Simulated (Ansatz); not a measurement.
[Ni(OH)4]2- (NiO₄H₄²⁻). The state is a triplet with charge -2. Geometry PBE-D4/def2-SVPD.

```tsv
atom	x (Å)	y (Å)	z (Å)
Ni1	0.1015	-0.1973	-0.0759
O2	-1.8557	-0.2589	-0.2981
H3	-1.9999	-0.6767	0.5747
O4	0.5220	0.3011	-2.0254
H5	-0.4072	0.4033	-2.3038
O6	0.0241	-1.3590	1.6186
H7	0.6065	-0.7888	2.1548
O8	1.4279	1.0855	0.6162
H9	1.5809	1.4907	-0.2611
```

A multiply charged anion in the gas phase is held together partly by the finite basis. At PBE-D4/def2-TZVPD, B97M-V/def2-TZVPD, PBE0-D4/def2-SVPD, PBE0-D4/def2-TZVPD and others the highest occupied level of the charge -2 triplet lies above zero (up to 5.18 eV). The electron is either unbound and held by the finite basis, or the level is raised by self-interaction error. The order of the spin states hangs on the level: the broken-symmetry singlet lies 0.42 eV below the triplet at PBE-D4/def2-TZVPD, but 0.09 eV above it at PBE0-D4/def2-TZVPD.

(1) Estimate the α-spin orbital energies around the gap (eV) in Ansatz with PBE-D4/def2-TZVPD, B97M-V/def2-TZVPD, PBE0-D4/def2-SVPD, PBE0-D4/def2-TZVPD, BHLYP-D4/def2-TZVPD.

Answers

(1) 
| orbital | PBE-D4/def2-TZVPD | B97M-V/def2-TZVPD | PBE0-D4/def2-SVPD | PBE0-D4/def2-TZVPD | BHLYP-D4/def2-TZVPD |
| --- | --- | --- | --- | --- | --- |
| HOMO−13 | -0.17 | -0.60 | -1.63 | -1.66 | -3.82 |
| HOMO−12 | 1.14 | 0.42 | -1.55 | -1.55 | -3.45 |
| HOMO−11 | 1.37 | 0.60 | -1.38 | -1.39 | -3.41 |
| HOMO−10 | 1.49 | 0.99 | -0.42 | -0.45 | -2.86 |
| HOMO−9 | 2.48 | 1.84 | 0.12 | 0.12 | -2.60 |
| HOMO−8 | 2.51 | 2.02 | 0.48 | 0.49 | -2.23 |
| HOMO−7 | 2.79 | 2.43 | 0.67 | 0.67 | -1.18 |
| HOMO−6 | 3.10 | 2.45 | 1.34 | 1.33 | -0.18 |
| HOMO−5 | 3.15 | 2.74 | 1.58 | 1.56 | -0.01 |
| HOMO−4 | 3.82 | 2.88 | 1.60 | 1.60 | 0.05 |
| HOMO−3 | 3.91 | 3.40 | 2.18 | 2.18 | 0.61 |
| HOMO−2 | 4.10 | 3.44 | 2.25 | 2.24 | 0.66 |
| HOMO−1 | 4.41 | 3.61 | 2.35 | 2.35 | 0.72 |
| HOMO | 5.18 | 4.58 | 3.25 | 3.27 | 1.57 |
| LUMO | 6.34 | 6.30 | 7.43 | 6.92 | 7.32 |
| LUMO+1 | 6.81 | 6.79 | 8.06 | 7.34 | 7.71 |
| LUMO+2 | 6.89 | 6.91 | 8.21 | 7.45 | 7.83 |
| LUMO+3 | 7.28 | 7.24 | 8.57 | 7.77 | 8.11 |
| LUMO+4 | 8.27 | 8.33 | 10.00 | 8.85 | 9.27 |
| LUMO+5 | 8.55 | 8.51 | 10.53 | 9.10 | 9.50 |
| β HOMO | 5.14 | 4.30 | 2.76 | 2.78 | 0.94 |
| β LUMO | 5.88 | 6.36 | 7.46 | 6.96 | 7.32 |
